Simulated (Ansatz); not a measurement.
An input meant for In4Sn (charge 0, singlet; atoms displaced at random, 0.08 Å in each coordinate).

```yaml
crystal:
  periodic: [false, false, false]
  atoms:
    - {symbol: In, position_ang: [2.312596, 1.759051, -0.721253]}
    - {symbol: In, position_ang: [-0.970972, -1.219924, 1.685423]}
    - {symbol: In, position_ang: [0.852709, -2.230979, -0.151794]}
    - {symbol: In, position_ang: [-1.816875, 1.438849, 0.496388]}
    - {symbol: Sn, position_ang: [-0.077627, 0.141601, -1.350649]}
basis:
  gaussian: {orbitals: def2-SVP}
total_charge: -1
magnetization: {spin_polarized: true, initial_magnetization: 2}
hamiltonian: {xc: {name: B2PLYP}}
scf: {omitted_lower_state_checks: [starts]}
output: {forces: true}
```

```sh
$ ansatz run in.yaml --threads 4 --pin off --events-out ev --progress --plain --max-ram 4787MiB
```

Output, abridged:

```
Error: a molecule whose nuclei and cores have a total charge of 106 cannot have a net charge of -1 together with 2 unpaired electrons
```

(1) What is wrong with this run?

## Answers

(1) The number of unpaired electrons doesn't fit the electron count. The input was rejected before any iteration.
